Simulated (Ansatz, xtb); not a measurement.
Two isomers of C5H7NO3

We compare I, `COc1ncoc1OC`, a singlet, with II, `COc1cnc(OC)o1`, a singlet. Both are isolated molecules in the gas phase, relaxed with PBE-D3(BJ)/def2-SVP; each stands in its lowest conformer found.

I (Å):

```yaml
atoms:
  - { symbol: C, position_ang: [0.1693, 1.2697, -2.1262] }
  - { symbol: C, position_ang: [-0.5842, 0.9824, 0.0809] }
  - { symbol: C, position_ang: [-0.2000, 2.2487, 1.7513] }
  - { symbol: C, position_ang: [-1.2204, 0.4252, 1.1817] }
  - { symbol: C, position_ang: [-2.2185, -1.5251, 0.3604] }
  - { symbol: N, position_ang: [0.0544, 2.1375, 0.4746] }
  - { symbol: O, position_ang: [-0.5716, 0.4990, -1.1884] }
  - { symbol: O, position_ang: [-0.9724, 1.2388, 2.2495] }
  - { symbol: O, position_ang: [-1.9760, -0.6460, 1.4568] }
  - { symbol: H, position_ang: [0.0793, 0.7439, -3.0948] }
  - { symbol: H, position_ang: [-0.2339, 2.3012, -2.2182] }
  - { symbol: H, position_ang: [1.2396, 1.3482, -1.8376] }
  - { symbol: H, position_ang: [0.1143, 3.0262, 2.4553] }
  - { symbol: H, position_ang: [-2.8451, -2.3450, 0.7559] }
  - { symbol: H, position_ang: [-1.2701, -1.9391, -0.0427] }
  - { symbol: H, position_ang: [-2.7543, -1.0071, -0.4627] }
```

II (Å):

```xyz
16

C    -2.8035    0.6735   -1.9227
C    -0.5876    0.2694   -1.3915
C    -0.4436   -1.0683   -1.6690
C     1.4279   -0.3380   -0.9639
C     3.5255   -1.2496   -0.5859
N     0.8789   -1.4392   -1.3819
O    -1.5630    1.1811   -1.4513
O     2.6721   -0.1036   -0.5549
O     0.6127    0.7581   -0.9346
H    -3.5146    1.5189   -1.9226
H    -2.7049    0.2696   -2.9551
H    -3.1845   -0.1340   -1.2581
H    -1.1829   -1.7806   -2.0484
H     3.1289   -2.0544    0.0674
H     4.5111   -0.9073   -0.2233
H     3.6088   -1.6516   -1.6170
```

Quicker runs give these differences E(II) − E(I): GFN2-xTB −0.258 eV; HF/STO-3G −0.263 eV (at GFN2-xTB geometries); r2SCAN-D4/def2-SVP −0.321 eV (at GFN2-xTB geometries).

Q: Estimate E(II) − E(I) at the level CCSD(T)/def2-SVP + ΔMP2/def2-TZVPP.

A: Calculated at CCSD(T)/def2-SVP + ΔMP2/def2-TZVPP: E(II) − E(I) = −0.365 eV, so structure II lies lower.

The same difference at several levels:

```
                             level             geometry  E(II) − E(I) (eV)  departure from the last row (eV)  job, with rough time for the two
                          GFN2-xTB             GFN2-xTB              −0.258                            +0.107              optimisation, 0.51 s
                         HF/STO-3G             GFN2-xTB              −0.263                            +0.102               single point, 2.6 s
                r2SCAN-D4/def2-SVP             GFN2-xTB              −0.321                            +0.044                single point, 14 s
               PBE-D3(BJ)/def2-SVP  PBE-D3(BJ)/def2-SVP              −0.284                            +0.081                optimisation, 71 s
                       HF/def2-SVP  PBE-D3(BJ)/def2-SVP              −0.481                            −0.115           part of the CCSD(T) run
                      MP2/def2-SVP  PBE-D3(BJ)/def2-SVP              −0.337                            +0.029           part of the CCSD(T) run
                  CCSD(T)/def2-SVP  PBE-D3(BJ)/def2-SVP              −0.340                            +0.026                      single point
CCSD(T)/def2-SVP + ΔMP2/def2-TZVPP  PBE-D3(BJ)/def2-SVP              −0.365                                               single point, 8.8 min
```

As drawn, both hold the same kinds of bond in the same numbers.

None of the levels shown reverses the order. The largest departure from CCSD(T)/def2-SVP + ΔMP2/def2-TZVPP is that of HF/def2-SVP, 0.115 eV. The last row adds to CCSD(T) the change of the MP2 difference between the two basis sets, here −0.026 eV.

With thermal terms from frequencies at re-optimised GFN2-xTB minima (ideal gas, soft modes damped towards free rotors, one conformer each, 298.15 K, 1 atm): the zero-point term adds +0.011 eV; ΔH is −0.359 and ΔG −0.344 eV.

The correlated steps freeze 9 core orbitals. Codes used: Ansatz 0.2.0, xtb 6.7.1; the last row on 2 threads of Intel(R) Xeon(R) Processor @ 2.50GHz (Skylake/Cascade Lake) on a shared host.
